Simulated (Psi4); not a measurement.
Psi4 input (wB97X-D/6-31G*):

```
memory 1500 MB

molecule {
-1 1
C     1.89810304   -0.00695638   -0.13375735
C     0.71704237   -0.18849680    0.06093693
C    -0.77587317   -0.34474074    0.26312233
O    -1.51511058    0.61783038   -0.26041654
H     2.92521377    0.18217212   -0.32181517
H    -0.86507089   -0.48866269    1.38731378
H    -0.97489164   -1.39498896   -0.12397777
symmetry c1
no_reorient
no_com
}

set {
  basis 6-31G*
  reference rks
  scf_type pk
  dft_radial_points 99
  dft_spherical_points 590
  e_convergence 1e-8
  d_convergence 1e-7
  maxiter 150
}

e = energy('wb97x-d')
print_out(f'\nFINAL {e:.10f} DIPOLE {variable("CURRENT DIPOLE")[0]:.6f} {variable("CURRENT DIPOLE")[1]:.6f} {variable("CURRENT DIPOLE")[2]:.6f}\n')
```

Output:

```
   => Loading Basis Set <=

    Name: 6-31G*
    Role: ORBITAL
    Keyword: BASIS
    atoms 1-3 entry C          line   111 file 6-31gs.gbs
    atoms 4   entry O          line   145 file 6-31gs.gbs
    atoms 5-7 entry H          line    44 file 6-31gs.gbs

   => WB97X-D: Empirical Dispersion <=

    Chai and Head-Gordon Dispersion Correction
    Chai, J.-D.; Head-Gordon, M. (2010), J. Chem. Phys., 132: 6615-6620

        s6 =       1.000000

         ---------------------------------------------------------
                                   SCF
               by Justin Turney, Rob Parrish, Andy Simmonett
                          and Daniel G. A. Smith
                              RKS Reference
         ---------------------------------------------------------

  ==> Geometry <==

    Molecular point group: c1
    Full point group: C1

    Geometry (in Angstrom), charge = -1, multiplicity = 1:

       Center              X                  Y                   Z               Mass
    ------------   -----------------  -----------------  -----------------  -----------------
         C            1.898103040000    -0.006956380000    -0.133757350000    12.000000000000
         C            0.717042370000    -0.188496800000     0.060936930000    12.000000000000
         C           -0.775873170000    -0.344740740000     0.263122330000    12.000000000000
         O           -1.515110580000     0.617830380000    -0.260416540000    15.994914619570
         H            2.925213770000     0.182172120000    -0.321815170000     1.007825032230
         H           -0.865070890000    -0.488662690000     1.387313780000     1.007825032230
         H           -0.974891640000    -1.394988960000    -0.123977770000     1.007825032230

  Running in c1 symmetry.

  Rotational constants: A =      1.28658  B =      0.15817  C =      0.14465 [cm^-1]
  Rotational constants: A =  38570.75370  B =   4741.92220  C =   4336.61807 [MHz]
  Nuclear repulsion =   93.845689591684803

  Charge       = -1
  Multiplicity = 1
  Electrons    = 30
  Nalpha       = 15
  Nbeta        = 15

  ==> Algorithm <==

  SCF Algorithm Type is PK.
  DIIS enabled.
  MOM disabled.
  Fractional occupation disabled.
  Guess Type is SAD.
  Energy threshold   = 1.00e-08
  Density threshold  = 1.00e-07
  Integral threshold = 1.00e-12

  ==> Primary Basis <==

  Basis Set: 6-31G*
    Blend: 6-31G*
    Number of shells: 30
    Number of basis functions: 66
    Number of Cartesian functions: 66
    Spherical Harmonics?: false
    Max angular momentum: 2

  ==> DFT Potential <==

   => LibXC <=

    Version 7.1.2
    S. Lehtola, C. Steigemann, M. J. T. Oliveira, and M. A. L. Marques,  SoftwareX 7, 1–5 (2018) (10.1016/j.softx.2017.11.002)

   => Composite Functional: WB97X-D <=

    wB97X-D Hyb-GGA Exchange-Correlation Functional

    J.-D. Chai and M. Head-Gordon,  Phys. Chem. Chem. Phys. 10, 6615–6620 (2008) (10.1039/B810189B)

    Deriv               =              1
    GGA                 =           TRUE
    Meta                =          FALSE

    Exchange Hybrid     =           TRUE
    MP2 Hybrid          =          FALSE

   => Exchange-Correlation Functionals <=

    1.0000   wB97X-D range-separated functional

   => Exact (HF) Exchange <=

    0.7780            HF,LR [omega = 0.2000]
    0.2220               HF

   => LibXC Density Thresholds  <==

    XC_HYB_GGA_XC_WB97X_D:  1.00E-14

   => Molecular Quadrature <=

    Radial Scheme          =       TREUTLER
    Pruning Scheme         =           NONE
    Nuclear Scheme         =       TREUTLER

    Blocking Scheme        =         OCTREE
    BS radius alpha        =              1
    Pruning alpha          =              1
    Radial Points          =             99
    Spherical Points       =            590
    Total Points           =         385548
    Total Blocks           =           2828
    Max Points             =            256
    Max Functions          =             65
    Weights Tolerance      =       1.00E-15

  ==> Integral Setup <==

  Using in-core PK algorithm.
   Calculation information:
      Number of atoms:                   7
      Number of AO shells:              30
      Number of primitives:             72
      Number of atomic orbitals:        66
      Number of basis functions:        66

      Integral cutoff                 1.00e-12
      Number of threads:                 1

  Performing in-core PK
  Using 7336098 doubles for integral storage.
  We computed 102572 shell quartets total.
  Whereas there are 108345 unique shell quartets.

  Computing range-separated integrals for PK
  We computed 102572 wK shell quartets total.
  Whereas there are 108345 wK unique shell quartets.

  ==> DiskJK: Disk-Based J/K Matrices <==

    J tasked:                  Yes
    K tasked:                  Yes
    wK tasked:                 Yes
    Omega:               2.000E-01
    Schwarz Cutoff:          1E-12


  Cached 100.0% of DFT collocation blocks in 0.625 [GiB].

  Minimum eigenvalue in the overlap matrix is 5.3998090084E-04.
  Reciprocal condition number of the overlap matrix is 8.4768580848E-05.
    Using symmetric orthogonalization.

  ==> Pre-Iterations <==

  SCF Guess: Superposition of Atomic Densities via on-the-fly atomic UHF (no occupation information).

   -------------------------
    Irrep   Nso     Nmo
   -------------------------
     A         66      66
   -------------------------
    Total      66      66
   -------------------------

  ==> Iterations <==

                        Total Energy        Delta E     RMS |[F,P]|

   @RKS iter SAD:  -190.15873834630696   -1.90159e+02   0.00000e+00
   @RKS iter   1:  -190.88201683027262   -7.23278e-01   1.16642e-02 ADIIS/DIIS
   @RKS iter   2:  -190.81290642423042    6.91104e-02   1.42150e-02 ADIIS/DIIS
   @RKS iter   3:  -191.15252530035940   -3.39619e-01   1.98914e-03 ADIIS/DIIS
   @RKS iter   4:  -191.15996076146976   -7.43546e-03   3.53052e-04 ADIIS/DIIS
   @RKS iter   5:  -191.16022786006320   -2.67099e-04   1.70258e-04 ADIIS/DIIS
   @RKS iter   6:  -191.16028459975533   -5.67397e-05   6.14048e-05 DIIS
   @RKS iter   7:  -191.16029430209753   -9.70234e-06   1.19374e-05 DIIS
   @RKS iter   8:  -191.16029489438907   -5.92292e-07   4.45858e-06 DIIS
   @RKS iter   9:  -191.16029501197707   -1.17588e-07   1.35448e-06 DIIS
   @RKS iter  10:  -191.16029502950187   -1.75248e-08   3.25502e-07 DIIS
   @RKS iter  11:  -191.16029503092017   -1.41830e-09   4.56567e-08 DIIS
  Energy and wave function converged.

  ==> Post-Iterations <==

   Electrons on quadrature grid:
      Ntotal   =   30.0000000537 ; deviation = 5.372e-08

    Orbital Energies [Eh]
    ---------------------

    Doubly Occupied:

       1A    -18.909251     2A    -10.127612     3A    -10.102683
       4A    -10.092732     5A     -0.781478     6A     -0.645800
       7A     -0.526215     8A     -0.428447     9A     -0.311714
      10A     -0.293843    11A     -0.211444    12A     -0.154843
      13A     -0.153332    14A     -0.034968    15A     -0.026474

    Virtual:

      16A      0.327868    17A      0.331075    18A      0.362590
      19A      0.400015    20A      0.474188    21A      0.540985
      22A      0.595728    23A      0.696711    24A      0.765382
      25A      0.811720    26A      0.826623    27A      0.947057
      28A      0.958816    29A      0.991139    30A      1.027784
      31A      1.051532    32A      1.052566    33A      1.126116
      34A      1.164774    35A      1.219817    36A      1.276101
      37A      1.398217    38A      1.424315    39A      1.468426
      40A      1.685583    41A      1.688972    42A      1.707757
      43A      1.793679    44A      1.823117    45A      1.829062
      46A      1.925278    47A      2.036944    48A      2.100037
      49A      2.171746    50A      2.229113    51A      2.230883
      52A      2.314437    53A      2.411593    54A      2.458245
      55A      2.511075    56A      2.662853    57A      2.860106
      58A      2.897208    59A      2.972591    60A      3.086675
      61A      3.268177    62A      3.617036    63A      4.079906
      64A      4.414674    65A      4.551022    66A      4.962910

    Final Occupation by Irrep:
              A
    DOCC [    15 ]
    NA   [    15 ]
    NB   [    15 ]

  @RKS Final Energy:  -191.16029503092017

   => Energetics <=

    Nuclear Repulsion Energy =             93.8456895916848026
    One-Electron Energy =                -452.1719884491523089
    Two-Electron Energy =                 185.1920515760403987
    DFT Exchange-Correlation Energy =     -18.0249454256550550
    Empirical Dispersion Energy =          -0.0011023238379709
    VV10 Nonlocal Energy =                  0.0000000000000000
    Total Energy =                       -191.1602950309201674

Computation Completed

Properties will be evaluated at   0.000000,   0.000000,   0.000000 [a0]

Properties computed using the SCF density matrix

 Multipole Moments:

 ------------------------------------------------------------------------------------
     Multipole            Electronic (a.u.)      Nuclear  (a.u.)        Total (a.u.)
 ------------------------------------------------------------------------------------

 L = 1.  Multiply by 2.5417464519 to convert [e a0] to [Debye]
 Dipole X            :          1.5218550            0.0000001            1.5218551
 Dipole Y            :         -0.6184679           -0.0000000           -0.6184679
 Dipole Z            :          0.2603088           -0.0000000            0.2603087
 Magnitude           :                                                    1.6632216

 ------------------------------------------------------------------------------------

FINAL -191.1602950309 DIPOLE 1.521855 -0.618468 0.260309

*** Psi4 exiting successfully. Buy a developer a beer!
```

The dipole moment of an ion depends on the origin.

The geometry given is a B3LYP-D3(BJ)/def2-TZVP minimum.
